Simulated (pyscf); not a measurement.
# Hydrogen abstraction: `[GeH3]` [doublet] + `[Cl][SiH2][Cl]` → `[GeH4]` + `[Cl][SiH][Cl]` [doublet]

Gas phase, doublet surface, charge 0. Bonds broken: Si6–H8. Bonds formed: Ge1–H8. Optimised with ωB97X-D3(BJ)/def2-SVP in PySCF.

Transition state (Å):

```xyz
9

Ge     0.7038     1.2831    -0.1311
H      0.6013     0.6523    -1.5261
H      2.1384     1.1834     0.4107
H      0.2219     2.7421    -0.1531
Cl    -0.2690    -2.5113     0.3074
Si    -1.4822    -1.0026     1.0214
Cl    -2.8168    -0.4655    -0.4578
H     -0.3838     0.3255     0.9191
H     -2.2592    -1.5386     2.1754
```

One imaginary mode, 1261i cm⁻¹; descent along it reached the two sides named.

| bond | change | reactant side (Å) | saddle | product side |
|---|---|---|---|---|
| Si6–H8 | breaks | 1.478 | 1.726 | 2.8 |
| Ge1–H8 | forms | 3.5 | 1.790 | 1.538 |

Electronic energies relative to the separated reactants (kJ/mol):

| level | barrier | reaction energy | reverse barrier |
|---|---|---|---|
| ωB97X-D3(BJ)/def2-TZVP | 36.0 | +21.0 | 15.1 |
| PBE/def2-TZVP | 19.0 | +12.5 | 6.5 |
| r²SCAN/def2-TZVP | 27.6 | +17.5 | 10.0 |
| B3LYP-D3(BJ)/def2-TZVP | 28.5 | +20.2 | 8.3 |
| PBE0-D3(BJ)/def2-TZVP | 24.9 | +18.8 | 6.1 |
| M06-2X/def2-TZVP | 49.0 | +34.3 | 14.7 |
| ωB97M-D3(BJ)/def2-TZVP | 48.8 | +31.8 | 17.1 |
| HF/def2-TZVP | 108.3 | +33.4 | 74.9 |

With ωB97M-D3(BJ)/def2-TZVP energies and thermal terms (ideal gas, 1 atm, RRHO with modes under 100 cm⁻¹ raised to 100, one conformer, R ln 2 for chiral ones without a mode under 150 cm⁻¹), in kJ/mol:

```json
[
 {"T (K)": "298", "ΔH‡": "42.5", "ΔG‡": "81.1", "ΔH": "+31.9", "ΔG": "+32.7"},
 {"T (K)": "600", "ΔH‡": "46.3", "ΔG‡": "118.8", "ΔH": "+31.7", "ΔG": "+33.6"},
 {"T (K)": "900", "ΔH‡": "50.2", "ΔG‡": "154.2", "ΔH": "+31.6", "ΔG": "+34.6"},
 {"T (K)": "1200", "ΔH‡": "53.8", "ΔG‡": "188.4", "ΔH": "+31.6", "ΔG": "+35.6"}
]
```

One saddle was located; it need not be the lowest between these sides. The angle at the transferred H is 146°. Elements up to Kr have no core potential and no relativistic terms here.
